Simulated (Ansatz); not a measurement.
BGeH$_{5}$O (`[BH2][GeH2][OH]`). Total charge 0; spin multiplicity 1. The geometry is a stationary point of PBE0-D4/def2-TZVP. It is one conformer, not always the lowest.

```xyz
8

B     1.277   -0.178    0.869
Ge   -0.424    0.361   -0.138
O    -0.909   -1.008   -1.185
H     1.777   -1.250    0.716
H     1.782    0.594    1.628
H    -0.208    1.613   -1.025
H    -1.593    0.690    0.824
H    -1.703   -0.822   -1.689
```

Task: What is the dipole moment at PBE/def2-TZVPP? (An estimate is asked.)

Result: Ansatz gave: 1.04 D, with components (-0.37, 0.95, 0.20) D in this frame, pointing from negative to positive charge.

Task: And with r2SCAN, B3LYP, ωB97M-V? (Best estimate.)

Result: Computed: r2SCAN 1.07 D, B3LYP 1.10 D, ωB97M-V 1.11 D.

Task: Give the Mulliken charges with PBE, B3LYP, ωB97M-V in def2-TZVPP. (Best estimate.)

Result: Computed: 
```
atom    PBE  B3LYP  ωB97M-V
  B1  -0.08  -0.07    -0.14
 Ge2   0.28   0.28     0.25
  O3  -0.39  -0.43    -0.43
  H4   0.06   0.08     0.11
  H5   0.04   0.06     0.09
  H6  -0.04  -0.04    -0.02
  H7  -0.04  -0.04    -0.02
  H8   0.17   0.17     0.16
```

B3LYP here is the variant with VWN-RPA as its local correlation; programs differ in this.
